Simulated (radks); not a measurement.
The numbers below are computed, except where a source is named.
Coulomb parameter of the 4d shell of the ruthenium ion Ru+ in the model configuration [Kr] 4d6 5s1, as a second difference U = [E(n + 0.25) + E(n - 0.25) - 2 E(n)] / (0.25)^2 with all orbitals relaxed. "Bare": the charge of the atom changes with n. "Screened": the 5s shell takes up the change at fixed total charge, which measures U(4d,4d) + U(5s,5s) - 2 U(4d,5s). Code: a radial shooting solver on a logarithmic mesh with Libxc functionals. Model: scalar-relativistic Kohn-Sham, PBEsol, spin-unpolarised, spherical densities, point nucleus.

case                 configuration  E - E(n) (eV)
start                 [Kr] 4d6 5s1          0.000
bare +0.25         [Kr] 4d6.25 5s1         -3.508
bare -0.25         [Kr] 4d5.75 5s1          4.212
screened +0.25  [Kr] 4d6.25 5s0.75         -0.852
screened -0.25  [Kr] 4d5.75 5s1.25          0.955

U(bare) = 11.265 eV, U(screened by 5s) = 1.646 eV, against the Slater integral F0(4d,4d) = 15.813 eV with frozen orbitals.
